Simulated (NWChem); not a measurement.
Molecule: CH₅F₂NSi; SMILES C(F)[Si@H](F)N

```xyz
10

N     -1.6208     0.6412     0.1118
Si     0.0311     0.4873    -0.3278
F      1.0357     1.5970     0.3716
C      0.7013    -1.1779     0.2896
F      0.0195    -2.2321    -0.3165
H     -1.9567     0.4124     1.0492
H     -2.2416     1.2998    -0.3615
H      0.1313     0.6726    -1.8079
H      0.5952    -1.2540     1.3981
H      1.7909    -1.2660     0.0721
```
Atoms are numbered in this order, from 1.

Results from NWChem. Pople sets run with spherical d functions. The geometry was optimised at PBE-D3(BJ)/def2-SVP. B3LYP is NWChem's, with the RPA form of VWN correlation. Atomic charges in e: unrestrained fits to the electrostatic potential beside Mulliken populations; buried atoms are poorly determined by the fit.

For level Hartree-Fock/6-31G*:

```yaml
ESP N1: -1.10
Mulliken N1: -1.08
ESP Si2: 1.07
Mulliken Si2: 1.28
Mulliken F3: -0.55
Mulliken C4: -0.15
Mulliken F5: -0.45
```

Task: Estimate the same quantities for level B3LYP/def2-SVP.

Result: 
- ESP N1: -0.89
- Mulliken N1: -0.37
- ESP Si2: 0.86
- Mulliken Si2: 0.73
- Mulliken F3: -0.36
- Mulliken C4: 0.06
- Mulliken F5: -0.28
